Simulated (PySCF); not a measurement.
Compound: CH5B2F.
SMILES with atom numbers: `[BH2:1][CH2:2][BH:3][F:4]` (hydrogens: H5, H6 on B1; H7, H8 on C2; H9 on B3)

A GFN2-xTB structure was refined with PySCF 2.14.0, PBE0-D3(BJ)/def2-SVP geometry optimisation, gas phase. Its GFN2-xTB values:

| coordinate | GFN2-xTB |
| --- | --- |
| B1–C2 | 1.536 Å |
| B1–H5 | 1.187 Å |
| C2–B3 | 1.565 Å |
| C2–H7 | 1.085 Å |
| C2–H8 | 1.089 Å |
| B3–F4 | 1.349 Å |
| B3–H9 | 1.206 Å |
| B1–C2–H7 | 111.9° |
| B1–C2–H8 | 111.1° |
| C2–B3–H9 | 125.0° |
| B3–C2–H7 | 108.8° |
| B3–C2–H8 | 107.8° |
| F4–B3–H9 | 114.2° |
| H5–B1–H6 | 117.1° |
| H7–C2–H8 | 110.5° |
| B1–C2–B3–F4 | -89° |

**Question.** How do these coordinates change at the PBE0-D3(BJ)/def2-SVP level?

**Answer.** 
| coordinate | PBE0-D3(BJ)/def2-SVP (Å or °) | change |
| --- | --- | --- |
| B3–F4 | 1.325 | -0.024 |
| C2–H7 | 1.108 | +0.023 |
| B1–H5 | 1.209 | +0.022 |
| B1–C2 | 1.553 | +0.017 |
| C2–H8 | 1.099 | +0.010 |
| B3–H9 | 1.211 | +0.005 |
| C2–B3 | 1.562 | -0.003 |
| B3–C2–H7 | 103.0 | -5.8 |
| B1–C2–H7 | 106.7 | -5.2 |
| B3–C2–H8 | 111.6 | +3.8 |
| B1–C2–H8 | 114.8 | +3.7 |
| F4–B3–H9 | 116.7 | +2.5 |
| H7–C2–H8 | 112.2 | +1.7 |
| C2–B3–H9 | 123.5 | -1.5 |
| H5–B1–H6 | 118.5 | +1.4 |
| B1–C2–B3–F4 | -110 | -21 |

The energy falls by 1.4 kcal/mol over 20 energy and gradient evaluations, the largest force component goes from 0.0163 to 2.6e-04 Eh/bohr, and the atoms move by 0.200 Å rms after alignment. Among the bonds, B3–F4 and C2–H7 change most and about equally (-0.024 to +0.023 Å). Bonds longer at the end by more than 0.005 Å: 6 of 8; shorter: 1. Among the dihedrals that turn most is B1–C2–B3–H9, from 93° to 70°. Rotational constants go from 18382, 4636, 4284 to 20981, 4243, 4170 MHz.

The run used 81 basis functions and 129 SCF cycles in all. The run took 27 s of wall time on an Arm Neoverse V2 with one thread (shared host), and the process peaked at 0.34 GiB of memory.

PBE0-D3(BJ)/def2-SVP frequencies: not computed here. The numbers are those of one conformer.
